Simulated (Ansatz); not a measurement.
Reaction (ligand exchange at the Si–C bond): `C[SiH2]BCl` + CH₃SH → `CS[SiH2]BCl` + CH₄

Gas-phase electronic energies from Ansatz, PBE0-D4/def2-TZVP geometries. CCSD(T)/CBS is the MP2 limit (def2-TZVPP, def2-QZVPP) plus CCSD(T) − MP2 in def2-TZVPP, frozen cores. This one scheme is used for every species. Each species was taken in one conformer, which may not be the lowest.

```tsv
species	SCS-MP2/def2-TZVPP energy (Eh)
`C[SiH2]BCl`	-815.15545
CH₃SH	-438.12094
`CS[SiH2]BCl`	-1212.88031
CH₄	-40.42031
```

Problem. Work out ΔE.

Solution. ΔE = (-1212.88031) + (-40.42031) − (-815.15545) − (-438.12094) = -0.02423 Eh = -63.6 kJ/mol. CCSD(T)/CBS gives -65.3 kJ/mol.

Largest T1 diagnostic among the species: 0.012.

In def2-TZVPP, CCSD(T) changes the Hartree–Fock value by −5.9 kJ/mol (the triples alone add −2.7 kJ/mol) and MP2 by −11.7 kJ/mol. The D4 term adds −8.2 kJ/mol with B3LYP and −4.7 kJ/mol with PBE0; it sums over pairs of atoms, weighted by their polarisabilities, and B3LYP, whose exchange is more repulsive, gets the larger term.

B3LYP here is the variant with VWN-RPA as its local correlation; programs differ in this.
